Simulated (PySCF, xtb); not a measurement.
C3H9O3Si, SMILES CO[Si](OC)OC (connectivity only; charge and spin as stated), charge +1, multiplicity 1.

Coordinates come from a B3LYP-D3(BJ)/def2-SVP optimisation. The spin state was assumed, not searched. The isomer is the one that the SMILES or the coordinates give; other isomers of the formula were not compared. One conformer was computed; it need not be the lowest.

These are PySCF with IEF-PCM-ωB97X/def2-SVP values and carry that method's errors.

The values are the electrostatic part of the solvation free energy, E(continuum) − E(gas) at the gas-phase geometry, in a cavity of scaled van der Waals radii (PySCF's table); cavitation and dispersion terms are not included. In vacuum the orbital gap is 12.79 eV.

Computed values in water (ε = 78.36), n-hexane (ε = 1.88), ethylethanoate (ε = 5.99):
```csv
solvent,ε,ΔG(elec) (kcal/mol),gap (eV)
water,78.36,-49.2,12.94
n-hexane,1.88,-23.3,12.84
ethylethanoate,5.99,-41.5,12.90
```

For comparison, GFN2-xTB/ALPB(water) (xtb, at the GFN2-xTB geometry, all terms of that model) gives -44.1 kcal/mol.
